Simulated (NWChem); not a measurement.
SiNH4, doublet; SMILES [NH][SiH3]

```xyz
6

N     -0.0926     1.2447     0.0064
Si    -0.0116    -0.5216     0.0033
H      0.8337     1.6908     0.0117
H      0.1691    -0.9466    -1.4167
H     -1.2998    -1.0569     0.5054
H      1.1068    -1.0974     0.8083
```
Atoms are numbered in this order, from 1.

Results from NWChem. Spin-unrestricted. Coordinates come from a B3LYP/6-31G* (spherical d), spin-unrestricted optimisation. No stability test was run on the SCF state.

Q: Taking UHF/def2-QZVP as the yardstick, which of these has the fewest basis functions while keeping “dipole (D)” within 0.05 D of it: UHF/def2-TZVPD; UHF/def2-TZVPP; UHF/def2-TZVP; UHF/def2-SVPD; UHF/STO-3G; UHF/def2-SVP?

A: UHF/def2-SVPD.
```
level           basis functions  dipole (D)
--------------  ---------------  ----------
UHF/STO-3G                   18        1.60
UHF/def2-SVP                 52        1.60
UHF/def2-SVPD                76        1.49
UHF/def2-TZVP                92        1.51
UHF/def2-TZVPD              116        1.46
UHF/def2-TZVPP              129        1.48
UHF/def2-QZVP               247        1.47
```

The yardstick is one finite set, not the basis-set limit.
